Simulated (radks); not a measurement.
Values are calculated unless marked as measured or tabulated.
Ionisation of the silver ion Ag+, [Kr] 4d10, to [Kr] 4d9 as the strength of local exchange is varied. Code: a radial shooting solver on a logarithmic mesh with Libxc functionals. Model: scalar-relativistic Kohn-Sham, Slater X-alpha exchange (alpha = 2/3 is LDA exchange), no correlation, spin-polarised, spherical densities, point nucleus.

alpha  E(Ag+) (hartree)  exchange (hartree)  IE (eV)  -e of the level emptied (eV)  <r> of it (bohr)
0.552       -5282.43797          -114.92914   18.762                   12.786 (4d)             1.439
0.648       -5302.50457          -135.44358   20.367                   14.214 (4d)             1.406
0.667       -5306.48536          -139.52216   20.695                   14.507 (4d)             1.399
0.71        -5315.50582          -148.77507   21.449                   15.184 (4d)             1.385
0.877       -5350.68732          -185.00544   24.536                   17.988 (4d)             1.335
1.011       -5379.08732          -214.41422   27.195                   20.437 (4d)             1.298
1.035       -5384.18989          -219.71310   27.688                   20.893 (4d)             1.292

NIST Atomic Spectra Database: 21.484 eV (measured). The Delta-SCF value meets it near alpha = 0.71. Open shells are spherical and high-spin; term and fine-structure splittings are not resolved.
